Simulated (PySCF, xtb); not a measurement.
4,4-difluorobut-1-yne (C₄H₄F₂), SMILES C#CCC(F)F.

GFN2-xTB (xtb) at its own geometry gives an orbital gap of 6.92 eV and a dipole moment of 2.65 D.

Coordinates come from a B3LYP-D3(BJ)/def2-SVP optimisation. One conformer was computed; it need not be the lowest.

**Question.** What does PBE/def2-TZVP in PySCF give? (The exact figures need the calculation; the answer reports its results.)

**Answer.** gap 6.47 eV (levels -6.89 and -0.41 eV), dipole 1.58 D.
